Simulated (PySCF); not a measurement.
How the method changes the constants of MgSb⁺

State: ³Σ⁻ (triplet), unpaired electrons π ↑↑. Set-up: Mg aug-cc-pVDZ, Sb aug-cc-pVDZ-PP with ECP28; scalar-relativistic core potentials (PySCF 2.14). De refers to Mg⁺ + Sb in their high-spin ground configurations, without counterpoise correction. The functionals are run spin-unrestricted. A positive dipole points towards Sb; it is taken about the centre of mass and depends on that origin. Levels whose curve was spin-contaminated or gave no clean fit are not listed.

```json
{"Level": "ROHF", "Re (Å)": "2.776", "ωe (cm⁻¹)": "249", "De (eV)": "0.311", "μ (D)": "-9.87"}
{"Level": "ROHF-MP2", "Re (Å)": "2.752", "ωe (cm⁻¹)": "263", "De (eV)": "1.13", "μ (D)": "n/a"}
{"Level": "ROHF-SCS-MP2", "Re (Å)": "2.772", "ωe (cm⁻¹)": "253", "De (eV)": "1.19", "μ (D)": "n/a"}
{"Level": "PBE", "Re (Å)": "2.767", "ωe (cm⁻¹)": "244", "De (eV)": "1.80", "μ (D)": "-8.36"}
{"Level": "r²SCAN", "Re (Å)": "2.751", "ωe (cm⁻¹)": "248", "De (eV)": "1.53", "μ (D)": "-8.81"}
{"Level": "TPSSh", "Re (Å)": "2.755", "ωe (cm⁻¹)": "248", "De (eV)": "1.69", "μ (D)": "-8.87"}
{"Level": "B3LYP", "Re (Å)": "2.768", "ωe (cm⁻¹)": "242", "De (eV)": "1.70", "μ (D)": "-8.51"}
{"Level": "PBE0", "Re (Å)": "2.752", "ωe (cm⁻¹)": "248", "De (eV)": "1.61", "μ (D)": "-8.74"}
{"Level": "B97-3", "Re (Å)": "2.767", "ωe (cm⁻¹)": "243", "De (eV)": "1.76", "μ (D)": "-8.52"}
```

Q: What does the step from GGA to meta-GGA do here, going from PBE to r²SCAN?

A: r²SCAN less PBE: -1.6 pm in Re, +1.6 % in ωe, -0.27 eV in De. 

Q: What does second-order correlation do here, going from ROHF to ROHF-MP2?

A: ROHF-MP2 less ROHF: -2.4 pm in Re, +5.6 % in ωe, +0.82 eV in De. Correlation nearly always deepens the well. The bond shortens, as in weak, metallic or heavy-atom bonds, where dispersion and the correlation of outer-core electrons pull the atoms together.

Correlated steps freeze 5 core orbitals. Correlated levels converge slowly with the basis: in double zeta they bind strong bonds too weakly, by up to about 1 eV, and carry superposition errors of some tenths. Spin–orbit coupling is left out, which matters for elements this heavy, above all for dissociation energies. For an ion De counts to the pair picked by the measured ionisation energies or electron affinities, which need not be the lowest pair at this level. UHF is strongly spin-contaminated for MgSb⁺, so the ROHF reference used there is far from stable. The state was picked by a PBE0 search and need not be the measured ground state.

The whole job (state search and all levels along the bond) took about 2.8 min on 1 thread of Oxide Virtual Turin-like (shared host), peak memory 0.74 GiB.
